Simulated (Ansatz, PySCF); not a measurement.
PbI, SMILES [I][Pb+] (connectivity only; charge and spin as stated), charge +1, multiplicity 1. Atoms are numbered in the order given.

```xyz
2

Pb     0.0000     0.0000    -1.0549
I      0.0000     0.0000     1.6235
```
Charge +1, spin multiplicity 1.

The structure is a stationary point at r2SCAN-D4/def2-TZVP. The spin state was assumed, not searched. The def2 effective core potentials stand for the cores of I, Pb; spin–orbit coupling is left out.

Two levels are set side by side: PBE-D3(BJ)/def2-TZVP (Ansatz, an electronic-structure program) and r2SCAN-D4/def2-TZVP (Ansatz). Each level has its own optimised geometry; the coordinates shown are those of the second. Frequencies come from the Hessian of PySCF at each geometry. Differences are taken from unrounded values.

```tsv
quantity	r2SCAN-D4	PBE-D3(BJ)	PBE-D3(BJ) minus r2SCAN-D4
bond Pb1–I2 (Å)	2.678	2.698	0.020
highest harmonic wavenumber (cm⁻¹)	204	196	-7
mean harmonic wavenumber (cm⁻¹)	204	196	-7
zero-point energy (kcal/mol)	0.29	0.28	-0.01
```
